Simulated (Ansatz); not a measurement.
Stretching the C5–H7 bond in C2H5B (SMILES BC=C) (multiplicity 1 held, fragments rigid). Energies count from the point at 1.086 Å.
Geometry at that point (charge 0, multiplicity 1):
```json
[
 {"atom": "B", "x (Å)": "-0.1923", "y (Å)": "0.1348", "z (Å)": "1.3423"},
 {"atom": "H", "x (Å)": "-0.5044", "y (Å)": "1.2852", "z (Å)": "1.4115"},
 {"atom": "H", "x (Å)": "-0.1370", "y (Å)": "-0.5154", "z (Å)": "2.3402"},
 {"atom": "C", "x (Å)": "0.1272", "y (Å)": "-0.4665", "z (Å)": "-0.0333"},
 {"atom": "C", "x (Å)": "0.0609", "y (Å)": "0.2767", "z (Å)": "-1.1477"},
 {"atom": "H", "x (Å)": "0.4154", "y (Å)": "-1.5096", "z (Å)": "-0.1414"},
 {"atom": "H", "x (Å)": "0.2806", "y (Å)": "-0.1186", "z (Å)": "-2.1346"},
 {"atom": "H", "x (Å)": "-0.2211", "y (Å)": "1.3232", "z (Å)": "-1.1013"}
]
```

Restricted levels (R-, RO-) in cc, def2 and unpolarised 6-31G sets keep to the state of the molecule at rest. Active spaces are followed from a long bond inwards. Levels need not reach the same state.

Frozen-core correlation.

The values were computed with Ansatz (a quantum-chemistry and plane-wave program). 

Q: What energy at R = 3.474 Å does FIC-MRCISD+Q on CASSCF(2,2)/cc-pVTZ give?

A: 486 kJ/mol

Q: What energy at R = 3.474 Å does R-SCS-MP2/cc-pVTZ give?

A: 594 kJ/mol

Q: Predict the energy at R = 3.474 Å from FIC-MRCISD on CASSCF(2,2)/cc-pVTZ.

A: 483 kJ/mol

Doubts at one or more of the structures used: a restricted determinant that unrestricted orbitals would lower (R-SCS-MP2/cc-pVTZ).
